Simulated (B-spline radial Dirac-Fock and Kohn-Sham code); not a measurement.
## Auger decay of the M3 hole in Ga⁺

System: gallium as Ga⁺, [Ar] 3d10 4s2, inside a Watson sphere of charge -1 and radius 2 Å (a model of the Madelung potential; inside it an electron's potential energy is raised by 7.2 eV).

The run's input, task.json:

```json
{"items": [{
  "Z": 31,
  "q": 1,
  "cfg": [[1, 0, 2], [2, 0, 2], [2, 1, 6], [3, 0, 2], [3, 1, 6], [3, 2, 10], [4, 0, 2]],
  "A": 69,
  "rrms": 3.9973,
  "watson": [-1, 2.0],
  "do": ["binding", "quiet", "decay"],
  "holes": ["K", "L1", "L2", "L3", "M1", "M2", "M3", "M4", "M5", "N1"]
}]}
```

Launch: `python xray_run.py task.json out`

Calculated with a radial finite-basis atomic code, using a relativistic independent-particle model: LDA orbitals of the hole state, radiative multipoles to third order, Auger rates from the Coulomb interaction with a continuum orbital, Dirac-Fock energies. Kinetic energies are configuration averages from the vacuum level; the two-hole energies are estimated from single-hole states.

| transition | kinetic energy (eV) | width (meV) | share (%) |
| --- | --- | --- | --- |
| M3-M4M4 | 40.30 | 94.3 | 2.5 |
| M3-M4M5 | 40.37 | 1920 | 51.6 |
| M3-M5M5 | 41.06 | 1380 | 37.1 |
| M3-M4N1 | 65.21 | 57.0 | 1.5 |
| M3-M5N1 | 65.64 | 269 | 7.2 |

Coster-Kronig rates are the weakest part of this model and often come out 1.5 to 2.5 times too large. Super-Coster-Kronig decay this fast strains the one-particle picture, and such widths tend to come out too large. The listed channels hold 100 % of the non-radiative rate. Summed by principal shells, of 3.73 eV in all: MMM 91.2 %, MMN 8.7 %.
